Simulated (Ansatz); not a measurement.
The cluster PdSe2⁻. Charge -1, multiplicity 2. Geometry PBE0-D4/def2-TZVPD.

```xyz
3

Pd    1.210    0.605   -0.371
Se   -0.455   -1.131   -0.679
Se   -0.754    0.526    1.050
```

In the def2 sets Pd takes a core potential; there is no spin–orbit coupling. At PBE-D4/def2-TZVPD, r2SCAN-D4/def2-TZVPD, r2SCANh-D4/def2-TZVPD the highest occupied level of the charge -1 doublet lies above zero (up to 0.78 eV). By energy differences its removal costs 1.81 eV (vertical, to the charge 0 triplet, at PBE-D4/def2-TZVPD); a positive level beside a positive removal energy at the same level points to self-interaction error. Another isomer (doublet) lies 0.38 eV lower at r2SCAN-D4/def2-TZVPD.

Question: Estimate the α-spin orbital energies around the gap (eV) in Ansatz with PBE-D4/def2-TZVPD, r2SCAN-D4/def2-TZVPD, r2SCANh-D4/def2-TZVPD, BHLYP-D4/def2-TZVPD, CAM-B3LYP-D4/def2-TZVPD.

Answer: 
```csv
orbital,PBE-D4/def2-TZVPD,r2SCAN-D4/def2-TZVPD,r2SCANh-D4/def2-TZVPD,BHLYP-D4/def2-TZVPD,CAM-B3LYP-D4/def2-TZVPD
HOMO−13,-48.17,-49.09,-50.80,-57.02,-53.71
HOMO−12,-48.16,-49.08,-50.79,-57.02,-53.70
HOMO−11,-12.65,-13.25,-13.95,-16.44,-16.32
HOMO−10,-9.89,-10.36,-10.98,-13.20,-13.22
HOMO−9,-3.64,-3.86,-4.27,-5.85,-5.98
HOMO−8,-2.87,-3.12,-3.53,-5.44,-5.35
HOMO−7,-2.57,-2.82,-3.36,-5.01,-5.24
HOMO−6,-2.26,-2.48,-3.00,-4.98,-5.02
HOMO−5,-1.00,-1.22,-1.81,-4.15,-3.99
HOMO−4,-0.82,-0.98,-1.52,-3.52,-3.50
HOMO−3,-0.45,-0.64,-1.19,-3.10,-3.18
HOMO−2,-0.33,-0.51,-1.02,-2.80,-2.93
HOMO−1,0.48,0.33,-0.02,-1.22,-1.53
HOMO,0.67,0.55,0.17,-1.14,-1.48
LUMO,1.31,1.53,1.79,2.63,2.79
LUMO+1,2.35,2.62,2.87,3.44,3.53
LUMO+2,3.15,3.64,3.72,3.82,3.89
LUMO+3,3.41,3.76,3.91,4.61,4.70
LUMO+4,3.71,4.05,4.21,4.64,4.74
LUMO+5,3.87,4.35,4.45,4.66,4.78
β HOMO,0.78,0.68,0.31,-1.01,-1.37
β LUMO,1.02,1.21,1.53,2.72,2.75
```
